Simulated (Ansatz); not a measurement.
`FCO[SiH2][SiH3]` and `NBOCF` differ in one atom or group.

Ansatz, PBE0-D4/def2-TZVP geometries, multiplicity 1. Each molecule was computed in one conformer, which needn't be the lowest.

```csv
property,`FCO[SiH2][SiH3]`
HOMO–LUMO gap (PBE0/def2-TZVPP) / eV,7.68
size of the dipole moment (B3LYP/def2-TZVPP) / D,1.24
size of the dipole moment (PBE/def2-TZVPP) / D,1.14
HOMO energy (ωB97M-V/def2-TZVPP) / eV,-10.18
LUMO energy (B3LYP/def2-TZVPP) / eV,-0.57
HOMO–LUMO gap (B3LYP/def2-TZVPP) / eV,7.33
```

(1) Give the same properties after the change, and the shifts. (Best estimate.)

Answers

(1) The calculation gave: 
```tsv
property	`NBOCF`	shift
HOMO–LUMO gap (PBE0/def2-TZVPP) / eV	9.09	1.41
size of the dipole moment (B3LYP/def2-TZVPP) / D	2.17	0.93
size of the dipole moment (PBE/def2-TZVPP) / D	2.13	0.99
HOMO energy (ωB97M-V/def2-TZVPP) / eV	-10.51	-0.33
LUMO energy (B3LYP/def2-TZVPP) / eV	0.70	1.27
HOMO–LUMO gap (B3LYP/def2-TZVPP) / eV	8.57	1.24
```

Dipoles are sizes alone; their direction can turn.

B3LYP here is the variant with VWN-RPA as its local correlation; programs differ in this.
